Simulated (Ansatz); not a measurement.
```yaml
crystal:
  periodic: [false, false, false]
  atoms:
    - {symbol: C, position_ang: [-1.111759, -0.987380, 0.565766]}
    - {symbol: C, position_ang: [-0.120086, -0.098002, 0.014826]}
    - {symbol: C, position_ang: [0.450202, 0.290193, -1.151818]}
    - {symbol: Cl, position_ang: [0.142620, -0.156192, -2.756720]}
    - {symbol: Si, position_ang: [1.272023, 1.121688, 0.160220]}
    - {symbol: H, position_ang: [-0.656924, -1.726656, 1.192325]}
    - {symbol: H, position_ang: [-1.887937, -0.369796, 1.139985]}
    - {symbol: H, position_ang: [-1.650953, -1.462985, -0.244527]}
    - {symbol: H, position_ang: [0.963114, 2.568249, 0.486230]}
    - {symbol: H, position_ang: [2.650125, 0.772955, 0.581818]}
basis:
  gaussian: {orbitals: def2-mTZVPP}
hamiltonian: {xc: {name: HF}}
correlation: {method: mp2, frozen_orbitals: {C: 0}}
output: {forces: true}
```

```sh
$ ansatz run in.yaml --threads 4 --pin off --events-out ev --progress --plain --max-ram 10444MiB
```

Output, abridged:

```
Functional definition: HF
Error: "frozen_orbitals" has no count for Cl
```

Problem. Something in this input is off. What?

Solution. Frozen orbitals are typed for one element alone, and the program wants a count for each. The input was rejected before any iteration.
